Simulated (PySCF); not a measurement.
From computed data to an observable: oscillator strength and radiative lifetime

Al(Br)(Me)(OH) (CH₄AlBrO), SMILES [CH3][Al]([OH])[Br].

Geometry optimised at TPSSh-D3(BJ)/def2-SVP. The structure was generated by enumeration; whether it is a known compound was not checked. One conformer was computed; it need not be the lowest.

PySCF 2.14.0 with TDDFT-CAM-B3LYP/def2-SVPD puts the first singlet state with f over 0.02 at 6.67 eV (vertical), with the transition dipole (0.717, -0.156, 0.000) in atomic units.

Q: Find the oscillator strength, the wavelength and the radiative lifetime that this transition would have in vacuum if emission retraced absorption.

A: 
|μ|² = 0.5384 au, so |μ| = 1.87 D. ΔE = 6.67/27.211 = 0.2451 hartree. f = (2/3) ΔE |μ|² = 0.088 (the program prints 0.088).
λ = 1239.84/6.67 = 186 nm; ν = 53797 cm⁻¹.
Einstein's coefficient A = 0.6670 ν² f s⁻¹ (ν in cm⁻¹) = 1.7e8 s⁻¹, so τ = 1/A = 5.9 ns. This state is S1. The figure is the radiative limit of this one transition; relaxation, internal conversion, crossing to triplets and a medium change what is measured.
